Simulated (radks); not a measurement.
All-electron atom: Mg3+ in [He] 2s2 2p4 4p1 (not the ground configuration).

All-electron calculation, scalar-relativistic Kohn-Sham, BLYP, spin-polarised, spherical densities, finite nucleus; open shells are filled with parallel spins first; Fermi nuclear charge, rms radius 3.057 fm. Program: a radial shooting solver on a logarithmic mesh with Libxc functionals.

Energy parts (hartree):
total: -193.25371
kinetic: 193.59461
electron-nucleus: -440.71637
Hartree: 68.24217
exchange-correlation: -14.37412

Orbitals (lengths in bohr, moments of r in powers of bohr; <r^-3> diverges for s and p1/2):
| orbital | occ. | eigenvalue (hartree) | <1/r> | <r^2> | <r^4> | <r^-3> |
|---|---|---|---|---|---|---|
| 1s up | 1 | -49.71825 | 11.63 | 0.02298 | 0.001370 | - |
| 1s down | 1 | -49.61141 | 11.65 | 0.02288 | 0.001357 | - |
| 2s up | 1 | -5.70703 | 2.264 | 0.4969 | 0.4438 | - |
| 2s down | 1 | -5.48336 | 2.231 | 0.5101 | 0.4708 | - |
| 2p up | 3 | -4.54965 | 2.166 | 0.4513 | 0.4308 | 31.77 |
| 2p down | 1 | -4.30568 | 2.133 | 0.4712 | 0.4747 | 30.83 |
| 4p up | 1 | -0.59743 | 0.3250 | 20.81 | 599.7 | 1.394 |

The highest occupied level is 4p up at -16.257 eV. Summed over all electrons, <r^2> = 23.68 bohr^2, which gives a Langevin (diamagnetic) susceptibility term of -18.8 x 10^-6 cm^3/mol. The electron density at the nucleus is 1172 e/bohr^3 (large components only).
